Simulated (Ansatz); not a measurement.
Basis-set extrapolation for CH₉NSi₂, SMILES `CN[SiH2][SiH3]` (PBE0-D4/def2-TZVP geometry, frozen core, Ansatz 0.2.0). Multiplicity 1, RHF reference.

|  | def2-TZVPP | def2-QZVPP |
| --- | --- | --- |
| HF | -675.489198 | -675.512288 |
| MP2 correlation | -0.646529 | -0.691436 |
| CCSD(T) correlation | -0.734438 | not run |

Energies in hartree. Use E(X) = E(∞) + A·exp(−7.88·√X) for Hartree–Fock and E(X) = E(∞) + B·X^(−2.97) for correlation, with X = 3 and 4, and add CCSD(T) minus MP2 of the smaller set to the MP2 limit.

Question: What is the CCSD(T) energy at the basis-set limit?

Answer: HF limit: -675.512288 + (-0.023090) × 0.13774 = -675.51547. MP2 limit: -0.691436 + (-0.044907) × 0.74074 = -0.72470. Higher-order term: -0.734438 − (-0.646529) = -0.08791. Total: -676.32808 hartree, 274.2 kJ/mol below CCSD(T)/def2-TZVPP.
